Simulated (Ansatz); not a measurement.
These are frozen-core CCSD(T)/def2-TZVPP // BP86-D3(BJ)/def2-SVP in Ansatz (a quantum-chemistry and plane-wave program) values and carry that method's errors.

Ansatz 0.2 input:
```yaml
crystal:
  periodic: [false, false, false]
  atoms:
    - { symbol: Nb, position_ang: [-0.01965, 0.158684, -0.802374] }
    - { symbol: Cl, position_ang: [0.632919, -0.504013, 1.491399] }
    - { symbol: O, position_ang: [-0.49824, 0.641995, -2.537235] }
    - { symbol: H, position_ang: [-0.715765, 0.861787, -3.457444] }
    - { symbol: O, position_ang: [0.223252, 1.937001, -0.158438] }
    - { symbol: H, position_ang: [0.493485, 2.065851, 0.772649] }
    - { symbol: O, position_ang: [-1.648227, -0.748558, -0.399746] }
    - { symbol: H, position_ang: [-1.745255, -1.153093, 0.485591] }
    - { symbol: O, position_ang: [1.506182, -0.864838, -1.32133] }
    - { symbol: H, position_ang: [2.028665, -1.293002, -0.613582] }
basis:
  gaussian: { orbitals: def2-TZVPP }
correlation:
  method: ccsd_t
```

Output:

```
Functional definition: HF
1766 factors; integrals over basis functions are off by at most 8.2e-4 eV
mean field evaluation 1: about -22248.7435 eV, gradient 8.1e1 eV
mean field evaluation 2: about -22249.0252 eV, gradient 8.1e1 eV
mean field evaluation 4: about -22259.9480 eV, gradient 7.2e0 eV
mean field evaluation 8: about -22260.1114 eV, gradient 8.3e-1 eV
mean field evaluation 16: about -22260.1136 eV, gradient 2.6e-6 eV
mean field -22260.11355987 eV, -818.0440848785 hartree, gradient 2.6e-6 eV, S^2 0.000000; 0 other end points of the search recorded, 0 dependent functions left out
9 core orbitals not correlated
reference -22260.11355987 eV, -818.0440848785 hartree; 24, 24 occupied and 245, 245 virtual orbitals, 1766 factors
second order -44.53606263 eV of doubles, -0.00000000 eV of singles
cycle   1  -42.60128150 eV  change     1.9e0 eV  update   2.4e-1
cycle   2  -43.93831492 eV  change    -1.3e0 eV  update   1.3e-1
cycle   3  -44.30521783 eV  change   -3.7e-1 eV  update   4.5e-2
cycle   4  -44.29504929 eV  change    1.0e-2 eV  update   1.7e-2
cycle   5  -44.27388972 eV  change    2.1e-2 eV  update   6.6e-3
cycle   6  -44.27468541 eV  change   -8.0e-4 eV  update   2.9e-3
cycle   7  -44.27665581 eV  change   -2.0e-3 eV  update   1.3e-3
cycle   8  -44.27593574 eV  change    7.2e-4 eV  update   5.9e-4
cycle   9  -44.27595096 eV  change   -1.5e-5 eV  update   1.9e-4
cycle  10  -44.27645393 eV  change   -5.0e-4 eV  update   1.4e-4
cycle  11  -44.27611891 eV  change    3.4e-4 eV  update   5.0e-5
cycle  12  -44.27604985 eV  change    6.9e-5 eV  update   3.5e-5
cycle  13  -44.27610771 eV  change   -5.8e-5 eV  update   1.2e-5
cycle  14  -44.27609004 eV  change    1.8e-5 eV  update   6.8e-6
perturbative correction -2.11497066 eV, -0.0777237382 hartree
Total energy: -22306.50462057 eV, -819.7489249141 hartree
```

Cost: roughly 30 core-minutes.
